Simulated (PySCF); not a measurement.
Name the molecule from its bond curve

A diatomic of charge 0 contains Se. Its doublet curve at PBE0 in a triple-zeta basis (spin-free X2C with a Gaussian nucleus, PySCF), in eV from the separated fragments:

R (Å), E (eV) and a bar:
```
    1.940     -2.888 ##########################
    2.030     -3.716 ###########
    2.121     -4.172 ###
    2.188     -4.333 #
    2.256     -4.374 
    2.324     -4.324 #
    2.414     -4.152 ####
    2.527     -3.823 ##########
    2.662     -3.334 ##################
    2.843     -2.632 ##############################
```

The fit gives ωe = 439 cm⁻¹ and the rotational constant Bₑ = 0.1157 cm⁻¹.

Task: Which atom is the partner?

Result: The minimum lies at 2.250 Å, so the reduced mass is 16.8576 u Å² cm⁻¹/(Bₑ·Re²) = 28.78 u. With Se at 79.92 u the partner weighs about 45.0 u: Sc. The molecule is ScSe.

Spin–orbit coupling is left out. The state is the lowest single determinant that the PBE0 search found; with open d or f shells the true ground state can be another one.
